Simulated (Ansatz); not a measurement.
Cost and result up the ladder for Ga(PH3)F3 (GaPH₃F₃) (8 atoms). Charge 0, multiplicity 1. Geometry: PBE0-D4/def2-SVP.

```
atom   x (Å)   y (Å)   z (Å)
 Ga1   0.113   0.679   1.190
  P2  -0.090  -0.551  -0.966
  H3   1.055  -0.601  -1.794
  H4  -1.061  -0.085  -1.882
  H5  -0.428  -1.922  -0.895
  F6   0.629   2.245   0.595
  F7   1.320  -0.309   1.990
  F8  -1.538   0.544   1.761
```

Ansatz on 2 threads of Arm Neoverse N1 on a shared host. Times are rough, and most runs start from the orbitals of an earlier one. ωB97M-V/def2-TZVP serves as the yardstick here, not as an exact answer. Differences are given only for rows in sets of like size (and for xTB, whose basis is part of the method), since another set adds its own error. Binding counts from free atoms at the same level (Ga doublet, P quartet, H doublet, F doublet; other spins of the atoms weren't run), without zero-point energy or a counterpoise term.

The 6-31G sets use Cartesian d functions. B3LYP takes the VWN-RPA correlation. Correlated methods freeze 17 core orbitals; core or outer-core shells of Ga are correlated, in sets that lack core-valence functions.

Correlated methods converge slowly with the basis.

| level | functions | wall time | binding energy per atom (eV) | difference from ωB97M-V/def2-TZVP (eV) |
| --- | --- | --- | --- | --- |
| HF/6-31G | 75 | 1.1 s | 2.00 | – |
| PBE-D4/def2-SVP | 107 | 2.4 s | 3.29 | – |
| LDA (SPW92)/def2-TZVP | 196 | 2.7 s | 3.77 | 0.52 |
| B3LYP-D4/6-31G | 75 | 2.9 s | 3.07 | – |
| PBE0-D4/def2-SVP | 107 | 3.8 s | 3.19 | – |
| PBE-D4/def2-TZVP | 196 | 4.9 s | 3.28 | 0.03 |
| PBE0-D4/def2-TZVP | 196 | 8 s | 3.19 | -0.06 |
| CAM-B3LYP-D4/def2-TZVP | 196 | 8 s | 3.27 | 0.02 |
| BHLYP-D4/def2-TZVP | 196 | 8.5 s | 3.11 | -0.14 |
| r2SCAN-D4/def2-TZVP (with forces) | 196 | 13 s | 3.26 | 0.01 |
| ωB97X-V/def2-TZVP | 196 | 21 s | 3.29 | 0.04 |
| ωB97M-V/def2-TZVP | 196 | 24 s | 3.25 | 0.00 |
| CCSD(T)/def2-TZVP | 196 | 5.4 min | 3.16 | -0.08 |
